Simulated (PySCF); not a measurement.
Species: C₅H₁₁ClSi.
SMILES with atom numbers: `[CH3:1][C@@H:2]1[CH2:3][CH2:4][Si@@H:5]1[CH2:6][Cl:7]`

Geometry (GFN2-xTB, Å), atoms numbered from 1 in this order:
```
atom  x, y, z in Å
C1    -0.686    1.736   -0.241
C2    -0.544    0.377   -0.915
C3    -1.582   -0.653   -0.416
C4    -0.691   -1.537    0.478
Si5    0.877   -0.741   -0.269
C6     2.131    0.032    0.947
Cl7    3.391    0.851   -0.013
H8    -0.691    1.632    0.842
H9     0.137    2.391   -0.518
H10   -1.619    2.213   -0.539
H11   -0.593    0.520   -1.995
H12   -1.986   -1.229   -1.248
H13   -2.415   -0.196    0.117
H14   -0.841   -2.602    0.326
H15   -0.848   -1.335    1.535
H16    1.613   -1.525   -1.262
H17    2.637   -0.712    1.557
H18    1.700    0.785    1.602
```

NICS = −σ at a ghost point: NICS(0) at the centroid of the ring atoms, NICS(1) 1 Å to either side along the normal of their mean plane, zz for the tensor component along that normal. Level: GIAO PBE0/pcSseg-1 (PySCF, non-relativistic, gas phase) on the GFN2-xTB geometry, one conformer.

Ring bond lengths (Å), with Mayer bond orders in brackets: C2–C3 1.546 (0.97), C3–C4 1.541 (1.00), C4–Si5 1.910 (0.94), Si5–C2 1.920 (0.90).

Problem. Give the NICS values of each ring in ppm.

Solution. 
```json
{"ring": "C2–C3–C4–Si5", "type": "4-membered ring with Si; formal bonds all single", "NICS(0)": "0.2", "NICS(1), two faces": "-1.0 / -0.4", "NICS(1)zz, two faces": "2.9 / 6.3", "rms pucker (Å)": "0.09", "centre to ring atoms, mean (Å)": "1.22"}
```

Problem. What can be read from them?

Solution. 
- C2–C3–C4–Si5: mean NICS(1)zz 4.6 ppm, deshielded. C2, C3, C4, Si5 have four or more neighbours, and the NICS criterion for π rings isn't applied. The two faces differ by 3.4 ppm, so no symmetry operation interchanges them.

Problem. List the ring angles and the Hirshfeld charges of the ring atoms.

Solution. 
- C2–C3–C4–Si5: C2 90.0° (-0.108 e), C3 100.4° (-0.072 e), C4 90.5° (-0.169 e), Si5 76.5° (+0.359 e); sum 357.5° against 360° for a flat convex ring.
